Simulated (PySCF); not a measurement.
Planning a core-ionisation job on `N([SiH3])(B)[SiH3]`.

Method: delta-SCF UKS SCAN, pcX-2 on the ionised atom, pcseg-1 elsewhere, spin-free X2C (PySCF 2.14.0). Geometry: PBE0-D3(BJ)/def2-SVP. Work: ΔSCF core ionisation, 4 holes, density fitting. The command runs a driver script over a list of jobs; the input below is this job's line of settings and its coordinates in Å.

Command:
```bash
OMP_NUM_THREADS=1 python probes_run.py task.json out
```

Input:
```
{"job": {"kind": "xps"}, "charge": 0, "multiplicity": 1}
B     -0.195785     1.382767    -0.000060
N     -0.160064    -0.017418    -0.194685
Si     1.378928    -0.896540    -0.111681
Si    -1.652628    -0.916874    -0.526595
H      0.829797     1.987179     0.224152
H     -1.252099     1.973566    -0.056262
H      1.308895    -1.922239     0.972781
H      2.480029     0.066719     0.154897
H      1.612420    -1.612037    -1.402462
H     -2.805044     0.022449    -0.497595
H     -1.551735    -1.577507    -1.863003
H     -1.823833    -1.987897     0.501437
```

Hardware: Arm Neoverse V1, one thread, on a shared host. PySCF's memory limit was set to 1760 MB.

Question: How large is the largest of the mixed bases?

Answer: 146 functions.

Question: Estimate the wall time.

Answer: About 21 s. The run took 57 SCF cycles in all, 5.2 s a hole on average.

Question: Estimate the peak memory.

Answer: About 0.52 GiB. Peak memory is the resident size of the whole Python process, interpreter and libraries included.

Question: At this speed, how long would 20000 such jobs take on 96 cores, one job a core?

Answer: 20000/96 gives 209 rounds of 21 s, about 73 min of wall time and 120 core-hours, if the jobs don't slow each other.

The host was shared with other jobs, so the times are rough.
